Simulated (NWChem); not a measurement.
System: Si₄H₉, doublet; SMILES [SiH2][SiH]([SiH3])[SiH3]

Output (shortened):

```
             Northwest Computational Chemistry Package (NWChem) 7.3.0
             --------------------------------------------------------

                             Geometry "geometry" -> ""
                             -------------------------

 Output coordinates in angstroms (scale by  1.889725989 to convert to a.u.)

  No.       Tag          Charge          X              Y              Z
 ---- ---------------- ---------- -------------- -------------- --------------
    1 Si                  14.0000    -1.56975900     1.62091200     0.17574400
    2 Si                  14.0000    -0.03354200     0.06294600    -0.63928100
    3 Si                  14.0000    -0.55374400    -2.07556300     0.20915400
    4 Si                  14.0000     2.12168100     0.67527600     0.08005700
    5 H                    1.0000    -2.99528900     1.37406300    -0.25207300
    6 H                    1.0000    -1.50862900     1.75113100     1.67749600
    7 H                    1.0000    -0.09345600     0.04402000    -2.14673700
    8 H                    1.0000     0.42105900    -3.11314300    -0.28670600
    9 H                    1.0000    -1.94512000    -2.48030500    -0.19764400
   10 H                    1.0000    -0.48090600    -2.02398300     1.71190000
   11 H                    1.0000     3.13819700    -0.33796800    -0.37501900
   12 H                    1.0000     2.50423000     2.02842100    -0.45624900
   13 H                    1.0000     2.13301400     0.72755000     1.58479400

 Effective nuclear repulsion energy (a.u.)     315.1730421920

  pbe96 is a nonlocal functional; adding pw91lda local functional.

                                 NWChem DFT Module
                                 -----------------

 Summary of "ao basis" -> "ao basis" (spherical)
 ------------------------------------------------------------------------------
       Tag                 Description            Shells   Functions and Types
 ---------------- ------------------------------  ------  ---------------------
 Si                         def2-svp                 8       18   4s3p1d
 H                          def2-svp                 3        5   2s1p

 in cosmo_initialize ...
 calling solv_data for solv:h2o

 solvent parameters
 solvname_short: h2o
 solvname_long:  water
 dielec:       78.4000
 dielecinf:     1.7769
 aqueous SMD model solvent descriptors
 dielec:       78.4000
 sola:          0.8200

          ---------------
          -cosmo- solvent
          ---------------
 Cosmo: York-Karplus, doi: 10.1021/jp992097l
 dielectric constant -eps-     =  78.40
 screen = (eps-1)/(eps    )    =   0.98724
 surface charge correction     = lagrangian

   van der Waals surface
 --------------------------

[...]

                                COSMO-SMD solvation results
                                ---------------------------

             internal energy in gas <Psi(g)|H|Psi(g)> =     -1162.335246015328
         internal energy in solvent <Psi(s)|H|Psi(s)> =     -1162.335216143453
                               delta internal energy  =         0.000029871875 (    0.02 kcal/mol)
   total free energy in solvent <Psi(s)|H+V/2|Psi(s)> =     -1162.335823842760
 polarization energy contribution <Psi(s)|V/2|Psi(s)> =        -0.000607699307 (   -0.38 kcal/mol)
    total free energy in solvent including G(SMD-CDS) =     -1162.327898965680
                       G(SMD-CDS) energy contribution =         0.007924877080 (    4.97 kcal/mol)
     1 M fixed-concentration free energy of solvation =         0.007347049648 (    4.61 kcal/mol)

                    DFT Final Alpha Molecular Orbital Analysis
                    ------------------------------------------

 Vector   31  Occ=1.000000D+00  E=-2.705879D-01
              MO Center= -4.3D-01,  1.4D-01, -1.2D-01, r^2= 5.6D+00
   Bfn.  Coefficient  Atom+Function         Bfn.  Coefficient  Atom+Function
  ----- ------------  ---------------      ----- ------------  ---------------
    27      0.256828   2 Si py               30      0.248442   2 Si py
    45     -0.197690   3 Si py                8      0.189135   1 Si px
    11      0.173513   1 Si px               48     -0.163933   3 Si py
    10     -0.146056   1 Si pz                3      0.142850   1 Si s
    24     -0.140490   2 Si py               78     -0.131887   6 H  s

 Vector   32  Occ=1.000000D+00  E=-2.586752D-01
              MO Center=  4.1D-01,  2.0D-01, -2.3D-01, r^2= 5.2D+00
   Bfn.  Coefficient  Atom+Function         Bfn.  Coefficient  Atom+Function
  ----- ------------  ---------------      ----- ------------  ---------------
    26      0.285660   2 Si px               29      0.276115   2 Si px
    62     -0.248485   4 Si px               65     -0.220847   4 Si px
    23     -0.155114   2 Si px               59      0.135871   4 Si px
    93      0.133222   9 H  s                73      0.118836   5 H  s
   103     -0.111393  11 H  s               108     -0.110343  12 H  s

 Vector   33  Occ=1.000000D+00  E=-1.887515D-01
              MO Center= -1.3D+00,  1.4D+00,  2.3D-02, r^2= 4.1D+00
   Bfn.  Coefficient  Atom+Function         Bfn.  Coefficient  Atom+Function
  ----- ------------  ---------------      ----- ------------  ---------------
    12      0.500216   1 Si py                9      0.351603   1 Si py
     4      0.243298   1 Si s                 3      0.203831   1 Si s
    13     -0.197116   1 Si pz                6     -0.186481   1 Si py
    11      0.132068   1 Si px               10     -0.131269   1 Si pz
    48      0.122897   3 Si py               45      0.118355   3 Si py

 Vector   34  Occ=0.000000D+00  E=-3.574407D-02
              MO Center=  2.7D-02,  5.9D-01, -2.5D-01, r^2= 6.2D+00
   Bfn.  Coefficient  Atom+Function         Bfn.  Coefficient  Atom+Function
  ----- ------------  ---------------      ----- ------------  ---------------
    31      0.571803   2 Si pz               74      0.568387   5 H  s
   104      0.487184  11 H  s                 4     -0.437991   1 Si s
    84      0.435987   7 H  s                13      0.425423   1 Si pz
    67      0.400299   4 Si pz               66      0.397111   4 Si py
    12      0.375444   1 Si py               22      0.329268   2 Si s

 Vector   35  Occ=0.000000D+00  E=-3.235693D-02
              MO Center=  4.1D-01, -2.9D-01, -1.4D-01, r^2= 6.4D+00
   Bfn.  Coefficient  Atom+Function         Bfn.  Coefficient  Atom+Function
  ----- ------------  ---------------      ----- ------------  ---------------
   109      0.595377  12 H  s                94      0.571141   9 H  s
    66     -0.518751   4 Si py               47      0.430971   3 Si px
    49      0.376777   3 Si pz               31      0.336304   2 Si pz
    30     -0.293612   2 Si py               84      0.294695   7 H  s
    67      0.289054   4 Si pz               65      0.279080   4 Si px

 Vector   36  Occ=0.000000D+00  E=-1.520105D-02
              MO Center= -6.7D-01,  1.2D-01, -2.0D-02, r^2= 7.2D+00
   Bfn.  Coefficient  Atom+Function         Bfn.  Coefficient  Atom+Function
  ----- ------------  ---------------      ----- ------------  ---------------
    22      1.062891   2 Si s                11     -0.799496   1 Si px
    29     -0.603653   2 Si px               12      0.562315   1 Si py
    49      0.461235   3 Si pz               74     -0.452760   5 H  s
    47     -0.431688   3 Si px               40     -0.426190   3 Si s
    31      0.401659   2 Si pz               89      0.393764   8 H  s

                     DFT Final Beta Molecular Orbital Analysis
                     -----------------------------------------

 Vector   30  Occ=1.000000D+00  E=-2.862254D-01
              MO Center= -2.4D-03,  3.1D-02, -3.0D-01, r^2= 5.5D+00
   Bfn.  Coefficient  Atom+Function         Bfn.  Coefficient  Atom+Function
  ----- ------------  ---------------      ----- ------------  ---------------
    83      0.318371   7 H  s                28     -0.244577   2 Si pz
    31     -0.228887   2 Si pz               84      0.178974   7 H  s
    98      0.172624  10 H  s               113      0.167427  13 H  s
    78      0.156637   6 H  s                25      0.137609   2 Si pz
    46      0.119563   3 Si pz               64      0.112262   4 Si pz

[...]
```

Level: PBE/def2-SVP, spin-unrestricted, SMD on the gas-phase geometry. The geometry was optimised at PBE-D3(BJ)/def2-SVP, spin-unrestricted. No stability test was run on the SCF state. Solvent: water.

Q: Reconstruct the input file.

A: Several could match; the one computed here: the input that was run:
```
start job
memory heap 200 mb stack 900 mb global 1100 mb
geometry units angstroms noautosym nocenter noautoz
  Si    -1.569759     1.620912     0.175744
  Si    -0.033542     0.062946    -0.639281
  Si    -0.553744    -2.075563     0.209154
  Si     2.121681     0.675276     0.080057
  H     -2.995289     1.374063    -0.252073
  H     -1.508629     1.751131     1.677496
  H     -0.093456     0.044020    -2.146737
  H      0.421059    -3.113143    -0.286706
  H     -1.945120    -2.480305    -0.197644
  H     -0.480906    -2.023983     1.711900
  H      3.138197    -0.337968    -0.375019
  H      2.504230     2.028421    -0.456249
  H      2.133014     0.727550     1.584794
end
basis spherical
  Si library def2-svp
  H library def2-svp
end
dft
  odft
  mult 2
  xc xpbe96 cpbe96
  iterations 150
end
cosmo
  do_cosmo_smd true
  solvent water
end
task dft energy
```
